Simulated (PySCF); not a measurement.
Gas-phase reaction: 3 AsH3 + N → 3 AsH2 + NH3

Computed with PySCF and rigid-rotor harmonic-oscillator thermochemistry at 1 bar. † marks an energy on the PBE0/def2-TZVP geometry and frequencies. CCSD(T) freezes the core. Open shells (unrestricted): N (multiplicity 4), AsH2 (multiplicity 2); the rest are closed-shell singlets. B3LYP is the form with VWN-RPA correlation. As: all electrons, no relativistic terms. AsH2: computed as isolated molecules; such fragments, hydroxides, amides, oligomers or adducts are transient or little studied in the gas. CCSD(T) isn't extrapolated to the basis-set limit; its ΔH°(298 K) is -177.1 kJ in def2-SVP and -200.8 kJ in def2-TZVPP. The harmonic model lacks anharmonicity and excited electronic states, which grow with temperature; levels with a mode under 35 cm⁻¹ are left out.

```tsv
level	ΔE electronic, kJ	ΔH°(298 K), kJ	ΔS°(298 K), J/K	ΔG°(1800 K), kJ
B3LYP/def2-TZVP†	-264	-246	46	-311
CCSD(T)/def2-TZVPP†	-219	-201	46	-267
HF/def2-TZVP†	-131	-113	46	-179
PBE/def2-TZVP†	-281	-263	46	-328
r2SCAN/def2-TZVP†	-249	-231	46	-297
ωB97X-V/def2-TZVP†	-242	-224	46	-290
```
ΔH° is lowest at PBE/def2-TZVP† and highest at HF/def2-TZVP†. No reference value is set beside these.
